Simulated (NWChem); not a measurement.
System: C2H7FSi; SMILES C[SiH2]CF

NWChem printed, in part:

```
             Northwest Computational Chemistry Package (NWChem) 7.3.0
             --------------------------------------------------------

 C1  symmetry detected

                             Geometry "geometry" -> ""
                             -------------------------

 Output coordinates in angstroms (scale by  1.889725989 to convert to a.u.)

  No.       Tag          Charge          X              Y              Z
 ---- ---------------- ---------- -------------- -------------- --------------
    1 C                    6.0000    -1.00989598     1.54941210     0.13793530
    2 Si                  14.0000     0.60863918     0.65417490    -0.17010839
    3 C                    6.0000     0.45881708    -1.15327140     0.40771615
    4 F                    9.0000    -0.61288478    -1.74709643    -0.23680694
    5 H                    1.0000    -1.22733078     1.61593043     1.21512201
    6 H                    1.0000    -0.98997960     2.57045700    -0.27181735
    7 H                    1.0000    -1.83281027     0.99905941    -0.34341750
    8 H                    1.0000     0.93998421     0.65879932    -1.62824697
    9 H                    1.0000     1.74217076     1.28468597     0.58000073
   10 H                    1.0000     0.29423453    -1.21071560     1.49937235
   11 H                    1.0000     1.37521904    -1.72964145     0.18785799

 Effective nuclear repulsion energy (a.u.)     170.4789499043

  xc_inp: hfexch multiplicative factor not found.

                                 NWChem DFT Module
                                 -----------------

 Summary of "ao basis" -> "ao basis" (spherical)
 ------------------------------------------------------------------------------
       Tag                 Description            Shells   Functions and Types
 ---------------- ------------------------------  ------  ---------------------
 C                         def2-tzvp                11       31   5s3p2d1f
 Si                        def2-tzvp                13       37   5s5p2d1f
 F                         def2-tzvp                11       31   5s3p2d1f
 H                         def2-tzvp                 4        6   3s1p

            General Information
            -------------------
          SCF calculation type: DFT
          Wavefunction type:  closed shell.
          No. of atoms     :    11
          No. of electrons :    42
           Alpha electrons :    21
            Beta electrons :    21
          Charge           :     0
          Spin multiplicity:     1
          Use of symmetry is: off; symmetry adaption is: off
          Maximum number of iterations: 150
          AO basis - number of functions:   172
                     number of shells:    74
          Convergence on energy requested:  1.00D-06
          Convergence on density requested:  1.00D-05
          Convergence on gradient requested:  5.00D-04

              XC Information
              --------------
                     Hartree-Fock (Exact) Exchange  1.000

      Superposition of Atomic Density Guess
      -------------------------------------

 Sum of atomic energies:        -467.09480968

      Non-variational initial energy
      ------------------------------

 Total energy =    -468.849479
 1-e energy   =    -982.693251
 2-e energy   =     343.364822
 HOMO         =      -0.340896
 LUMO         =       0.047071

------------------------------------------------------------
EAF file 0: "./job.aoints.0" size=478150656 bytes
------------------------------------------------------------
               write      read    awrite     aread      wait
               -----      ----    ------     -----      ----
     calls:      912         0         0         0         0
   data(b): 4.78e+08  0.00e+00  0.00e+00  0.00e+00
   time(s): 0.00e+00  0.00e+00  0.00e+00  0.00e+00  0.00e+00
rate(mb/s): 0.00e+00  0.00e+00
------------------------------------------------------------

     ---------------------------------------------
      Total Density - Mulliken Population Analysis
     ---------------------------------------------

    Atom       Charge   Shell Charges
 -----------   ------   -------------------------------------------------------
    1 C    6     6.76   0.86  1.12  0.56  0.69  0.12  1.30  1.56  0.52  0.01  0.02  0.00
    2 Si  14    13.54   2.00  0.59  1.39  0.87  0.47  4.11  1.73  0.52  1.23  0.38  0.10  0.12  0.03
    3 C    6     6.07   0.86  1.12  0.53  0.68  0.11  1.07  1.27  0.32  0.02  0.07  0.01
    4 F    9     9.38   0.77  1.20  0.61  1.00  0.31  2.33  2.31  0.83  0.00  0.01  0.00
    5 H    1     0.81   0.23  0.43  0.12  0.02
    6 H    1     0.81   0.23  0.43  0.12  0.02
    7 H    1     0.81   0.23  0.43  0.12  0.02
    8 H    1     1.05   0.23  0.55  0.27  0.01
    9 H    1     1.05   0.23  0.54  0.27  0.01
   10 H    1     0.87   0.24  0.45  0.15  0.02
   11 H    1     0.86   0.24  0.45  0.15  0.02

   convergence    iter        energy       DeltaE   RMS-Dens  Diis-err
 ---------------- ----- ----------------- --------- --------- ---------
 d= 0,ls=0.0,diis     1   -468.2020990346 -6.39D+02  2.34D-03  4.06D-01
 d= 0,ls=0.0,diis     2   -468.2524846516 -5.04D-02  7.16D-04  1.04D-01
 d= 0,ls=0.0,diis     3   -468.2615855445 -9.10D-03  3.32D-04  7.35D-03
 d= 0,ls=0.0,diis     4   -468.2627105336 -1.12D-03  7.60D-05  2.37D-04
 d= 0,ls=0.0,diis     5   -468.2627573730 -4.68D-05  2.55D-05  1.94D-05
  Resetting Diis
 d= 0,ls=0.0,diis     6   -468.2627618520 -4.48D-06  8.90D-06  1.22D-06
 d= 0,ls=0.0,diis     7   -468.2627622203 -3.68D-07  1.54D-06  6.78D-08

         Total DFT energy =     -468.262762220288
      One electron energy =     -986.376385384335
           Coulomb energy =      391.000692170086
    Exchange-Corr. energy =      -43.366018910350
 Nuclear repulsion energy =      170.478949904311

 Numeric. integr. density =        0.000000000000

                       DFT Final Molecular Orbital Analysis
                       ------------------------------------

 Vector   19  Occ=2.000000D+00  E=-4.711162D-01
              MO Center=  9.5D-01,  9.5D-01, -1.7D-01, r^2= 2.7D+00
   Bfn.  Coefficient  Atom+Function         Bfn.  Coefficient  Atom+Function
  ----- ------------  ---------------      ----- ------------  ---------------
   156      0.242215   9 H  s                48      0.229230   2 Si pz
   150     -0.185869   8 H  s               157      0.157197   9 H  s
    46      0.149111   2 Si px              155      0.144549   9 H  s
   151     -0.112612   8 H  s               149     -0.111481   8 H  s
    39     -0.085950   2 Si pz               51      0.084307   2 Si pz

 Vector   20  Occ=2.000000D+00  E=-4.567457D-01
              MO Center= -1.3D-02,  9.1D-01, -2.2D-01, r^2= 3.1D+00
   Bfn.  Coefficient  Atom+Function         Bfn.  Coefficient  Atom+Function
  ----- ------------  ---------------      ----- ------------  ---------------
    46     -0.228760   2 Si px                6      0.224113   1 C  px
     9      0.214683   1 C  px              150     -0.174582   8 H  s
    48      0.142429   2 Si pz              151     -0.117341   8 H  s
    12      0.102909   1 C  px              149     -0.103189   8 H  s
    43     -0.093014   2 Si px               37      0.092315   2 Si px

 Vector   21  Occ=2.000000D+00  E=-4.398127D-01
              MO Center=  2.4D-01, -3.5D-01,  1.5D-01, r^2= 2.9D+00
   Bfn.  Coefficient  Atom+Function         Bfn.  Coefficient  Atom+Function
  ----- ------------  ---------------      ----- ------------  ---------------
    75     -0.257020   3 C  py               78     -0.251990   3 C  py
    47      0.244314   2 Si py              106      0.180904   4 F  py
   109      0.157010   4 F  py              112      0.133632   4 F  py
    76      0.106287   3 C  pz               79      0.104855   3 C  pz
    44      0.102806   2 Si py                9      0.101233   1 C  px

 Vector   22  Occ=0.000000D+00  E= 1.224431D-01
              MO Center=  5.4D-01,  1.1D+00, -2.4D-01, r^2= 8.4D+00
   Bfn.  Coefficient  Atom+Function         Bfn.  Coefficient  Atom+Function
  ----- ------------  ---------------      ----- ------------  ---------------
     5      4.755608   1 C  s                73     -2.206335   3 C  s
    50     -1.862096   2 Si py               49      1.502470   2 Si px
   139     -1.033210   6 H  s               133     -1.000846   5 H  s
   145     -0.990452   7 H  s                36     -0.693845   2 Si s
    12      0.568164   1 C  px              169      0.498521  11 H  s

 Vector   23  Occ=0.000000D+00  E= 1.360122D-01
              MO Center=  3.5D-01,  2.3D-01,  8.9D-01, r^2= 7.9D+00
   Bfn.  Coefficient  Atom+Function         Bfn.  Coefficient  Atom+Function
  ----- ------------  ---------------      ----- ------------  ---------------
    73      3.905282   3 C  s                 5      2.618990   1 C  s
    36     -1.703699   2 Si s               163     -1.576351  10 H  s
    51     -1.274015   2 Si pz               50      1.255185   2 Si py
   133     -1.255040   5 H  s               169     -1.077503  11 H  s
    49      0.834555   2 Si px              151     -0.791166   8 H  s

 Vector   24  Occ=0.000000D+00  E= 1.606235D-01
              MO Center=  1.3D+00,  8.6D-01, -5.4D-01, r^2= 7.9D+00
   Bfn.  Coefficient  Atom+Function         Bfn.  Coefficient  Atom+Function
  ----- ------------  ---------------      ----- ------------  ---------------
    36      2.508983   2 Si s                49     -2.050638   2 Si px
   169     -1.621594  11 H  s               139     -1.539612   6 H  s
    13      1.223324   1 C  py               81     -1.043581   3 C  py
    80      0.961056   3 C  px               50     -0.950921   2 Si py
   163     -0.681552  10 H  s                51      0.670704   2 Si pz

[...]
```

Level: Hartree-Fock/def2-TZVP. Geometry: optimised at PBE0/def2-SVP.

**Question.** Reconstruct the input file.

**Answer.** Several could match; the one computed here: the input that was run:
```
start job
memory heap 200 mb stack 900 mb global 1100 mb
geometry units angstroms noautoz
  C     -1.010860     1.563474     0.122063
  Si     0.601899     0.644811    -0.144514
  C      0.412042    -1.159360     0.431777
  F     -0.651689    -1.738963    -0.238387
  H     -1.253989     1.634867     1.193429
  H     -0.966233     2.583450    -0.288405
  H     -1.829335     1.024074    -0.378859
  H      0.969359     0.642301    -1.593978
  H      1.725337     1.260393     0.632691
  H      0.219618    -1.212644     1.519083
  H      1.325311    -1.749062     0.235502
end
basis spherical
  * library def2-tzvp
end
dft
  xc hfexch
  iterations 150
  semidirect filesize 400000000
  mulliken
end
task dft energy
```
